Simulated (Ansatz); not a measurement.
C$_{9}$H$_{12}$S, SMILES `CCSCc1ccccc1`, relaxed with RKS PBE0-D4/def2-TZVP in Ansatz 0.2.0 from a PBE-D4/def2-SVP geometry. The force threshold is 0.005 eV/Å; the program also tests the step.

Charge 0, multiplicity 1.

Start:

```xyz
22

C    -2.148    1.057    0.187
C    -1.380    1.628    1.376
S     0.210    2.450    0.959
C     1.386    1.041    1.076
C     1.113   -0.088    0.117
C     0.666   -1.337    0.589
C     0.356   -2.375   -0.305
C     0.501   -2.179   -1.686
C     0.962   -0.941   -2.167
C     1.260    0.095   -1.274
H    -2.356    1.847   -0.561
H    -1.583    0.251   -0.320
H    -3.120    0.636    0.522
H    -1.169    0.852    2.143
H    -1.972    2.416    1.887
H     2.370    1.511    0.871
H     1.412    0.675    2.124
H     0.554   -1.495    1.674
H     0.000   -3.343    0.082
H     0.257   -2.991   -2.389
H     1.085   -0.783   -3.250
H     1.593    1.074   -1.653
```

Q: By how much does the energy fall, and how many steps does the optimiser take? (Estimate.)

A: Computed: 0.12 eV, in 7 steps.

Q: Which bonds change most? (Estimate.)

A: The calculation gave: C2–S3 from 1.838 to 1.810 Å; S3–C4 from 1.839 to 1.813 Å; C5–C6 from 1.408 to 1.389 Å; C5–C10 from 1.410 to 1.393 Å.

Q: Give the relaxed structure. (An estimate is asked.)

A: Computed: 
```xyz
22

C    -2.123    1.068    0.168
C    -1.363    1.610    1.364
S     0.209    2.417    0.970
C     1.370    1.028    1.069
C     1.093   -0.091    0.115
C     0.671   -1.328    0.585
C     0.373   -2.360   -0.295
C     0.503   -2.164   -1.660
C     0.934   -0.934   -2.139
C     1.224    0.093   -1.259
H    -2.319    1.862   -0.555
H    -1.565    0.281   -0.339
H    -3.084    0.653    0.488
H    -1.162    0.827    2.101
H    -1.950    2.376    1.876
H     2.342    1.485    0.864
H     1.392    0.658    2.097
H     0.569   -1.485    1.655
H     0.039   -3.317    0.089
H     0.270   -2.967   -2.350
H     1.041   -0.775   -3.207
H     1.535    1.062   -1.637
```
